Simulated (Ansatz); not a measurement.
Consider the cleavage of the Si–Al bond: `[NH2][AlH][SiH2][SiH2]Cl` + `N[SiH3]` → `[SiH3]N[SiH2][SiH2]Cl` + `[NH2][AlH2]`.

Calculated with Ansatz (gas phase, PBE0-D4/def2-TZVP geometries, no zero-point term in ΔE). CCSD(T)/CBS adds triple-zeta CCSD(T) − MP2 to the extrapolated MP2 energy (def2 sets, frozen cores). This one scheme is used for every species. Functionals use def2-TZVPP. B3LYP here is the variant with VWN-RPA as its local correlation; programs differ in this. One conformer a species, not always the lowest.

```
             level  ΔE (eV)
           ωB97M-V    -0.35
            r2SCAN    -0.21
              PBE0    -0.12
             B3LYP    -0.24
    MP2/def2-TZVPP    -0.36
SCS-MP2/def2-TZVPP    -0.39
   CCSD/def2-TZVPP    -0.30
CCSD(T)/def2-TZVPP    -0.28
```

Problem. What does CCSD(T)/CBS give? (Estimate.)

Solution. Ansatz gave: -0.29 eV. The listed levels differ from it by -0.06, 0.08, 0.17, 0.05, -0.07, -0.10, -0.01, 0.01 eV.

Largest T1 diagnostic among the species: 0.013.

From PBE to PBE0 (25 % exact exchange), in def2-TZVPP and without D4, ΔE moves by −0.07 eV. The D4 term adds −0.07 eV with B3LYP and −0.04 eV with PBE0; it sums over pairs of atoms, weighted by their polarisabilities, and B3LYP, whose exchange is more repulsive, gets the larger term. In def2-TZVPP, CCSD(T) changes the Hartree–Fock value by +0.16 eV (the triples alone add +0.02 eV) and MP2 by +0.08 eV.
